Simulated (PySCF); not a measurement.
# Two-component Hartree-Fock for Gd³⁸⁺ (gadolinium, charge +38)

Start: [Ar] 3d8; 3d3/2 filled at m_j = -3/2, -1/2, +1/2, +3/2; 3d5/2 filled at m_j = -1/2, +1/2, +3/2, +5/2. Calculated with PySCF 2.14 in an uncontracted even-tempered set (16 s from 7.7 bohr⁻², ratio 2.8; 12 p from 10 bohr⁻², ratio 2.8; 8 d from 10 bohr⁻², ratio 2.8; 3 f from 38 bohr⁻², ratio 3): generalised Hartree-Fock with the X2C-1e Hamiltonian and a Gaussian nucleus; one run each with spin-orbit coupling (SO) switched off, then screened by Boettger's factors.

```tsv
spinor shell	electrons	ε, spin-free (eV)	ε, screened SO (eV)	weight of nominal j (screened SO)	rms radius, screened SO (bohr)
1s1/2	2	-52275.8	-52265.6	1.000	0.0249
2s1/2	2	-10187.4	-10183.7	1.000	0.101
2p1/2	2	-9258.8	-9755.3	1.000	0.0861
2p3/2	4	-9258.8	-9044.5	1.000	0.0923
3s1/2	2	-3505.8	-3504.8	1.000	0.253
3p1/2	2	-3209.5	-3325.8	0.999	0.244
3p3/2	4	-3209.5	-3158.5	0.999	0.256
3d3/2	4	-2852.4	-2872.1	0.985	0.225
3d5/2	4	-2852.4	-2837.2	0.990	0.228
```

```json
{"quantity": "E (hartree)", "spin-free": "-10301.51320", "screened SO": "-10309.51829"}
{"quantity": "M_J", "spin-free": "4", "screened SO": "4"}
{"quantity": "⟨J²⟩", "spin-free": "20.000", "screened SO": "20.000"}
{"quantity": "⟨L²⟩", "spin-free": "12.000", "screened SO": "12.843"}
{"quantity": "⟨S²⟩", "spin-free": "2.000", "screened SO": "1.829"}
```

Each row is a mean over spinors that exchange with the open shell spreads, by up to 33.514 eV (3p3/2).

Breit and QED terms are absent; they matter most for the inner s and p1/2 levels.

Densities and radii are taken from the X2C orbitals without a picture-change correction, which distorts them close to the nucleus.

Without spin-orbit coupling the j labels of p, d and f shells carry no meaning; the spin-free column gives the mean over the occupied spinors of each nl shell.
